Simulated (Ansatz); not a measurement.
Basis-set extrapolation for CH9BO2Si2 (`CB(O[SiH3])O[SiH3]`) (PBE0-D4/def2-TZVP geometry, frozen core, Ansatz). Multiplicity 1, RHF reference.

```csv
,def2-TZVPP,def2-QZVPP
HF,-795.703994,-795.733594
MP2 correlation,-0.988669,-1.063190
CCSD(T) correlation,-1.086393,not run
```

Energies in hartree. Use E(X) = E(∞) + A·exp(−7.88·√X) for Hartree–Fock and E(X) = E(∞) + B·X^(−2.97) for correlation, with X = 3 and 4, and add CCSD(T) minus MP2 of the smaller set to the MP2 limit.

Task: What is the CCSD(T) energy at the basis-set limit?

Result: HF limit: -795.733594 + (-0.029600) × 0.13774 = -795.73767. MP2 limit: -1.063190 + (-0.074521) × 0.74074 = -1.11839. Higher-order term: -1.086393 − (-0.988669) = -0.09772. Total: -796.95378 hartree, 102.5 kcal/mol below CCSD(T)/def2-TZVPP.
